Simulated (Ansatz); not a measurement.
AlBH₈SSi₂. The species carries charge 0 and has multiplicity 1. The bonds changed during the relaxation, so this is another structure than the one it started from.

Z-matrix (Å, degrees):
```
B
Al 1 2.187
Si 1 1.858 2 85.6
H 1 1.195 2 103.7 3 121.4
H 1 1.224 2 73.2 3 -122.4
S 2 2.194 1 127.2 3 66.3
Si 2 2.446 1 113.5 3 -135.6
H 3 1.485 1 125.4 2 -70.8
H 3 1.484 1 123.9 2 101.6
H 6 1.343 2 96.1 1 -22.0
H 7 1.490 2 110.3 1 -42.7
H 7 1.490 2 112.6 1 -163.7
H 7 1.491 2 110.1 1 75.7
```

Problem. Give the diagnostics of a CCSD(T)/def2-TZVPP run (frozen core, Ansatz 0.2.0). (Estimate.)

Solution. The calculation gave: T1 = 0.0139, largest single amplitude 0.018, largest double 0.061, (T) share of the correlation energy 4.3 %, 10 CCSD cycles. The RHF solution is stable towards an unrestricted one. T1 lies under the customary mark of 0.02 for closed shells.
